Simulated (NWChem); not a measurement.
## Ionisation of C₃H₂F₃

SMILES: C=[C]C(F)(F)F
```xyz
8

C      0.6026    -2.1270     0.0000
C      0.7959    -0.8314     0.0000
C     -0.0547     0.3791     0.0000
F      0.1730     1.1315    -1.0762
F      0.1730     1.1315     1.0762
F     -1.3554     0.0547     0.0000
H      1.4368    -2.8373     0.0000
H     -0.4150    -2.5459     0.0000
```
Charge 0, spin multiplicity 2.

The numbers come from NWChem runs, not from measurements. The geometry was optimised at UPBE0/def2-SVP, a minimum by its harmonic frequencies.

Basis set: def2-TZVP. −ε marks an orbital energy of the parent.

B3LYP has NWChem's definition, with VWN1-RPA local correlation. The structure started from a generated list of species. The unpaired electrons of the parent sit in orbitals of symmetry a' (Cs labels of the run); other states weren't searched. No SCF solution was tested for a lower state.

Task: One of these methods gave a first vertical ionisation energy of 6.40 eV. Which?
A) −ε(alpha HOMO) of PBE
B) −ε(alpha HOMO) of B3LYP
C) G0W0@PBE0
D) −ε(alpha HOMO) of M06-2X

Result: A, −ε(alpha HOMO) of PBE. The others give 7.69 (−ε(alpha HOMO) of B3LYP), 9.24 (−ε(alpha HOMO) of M06-2X), 10.25 (G0W0@PBE0).
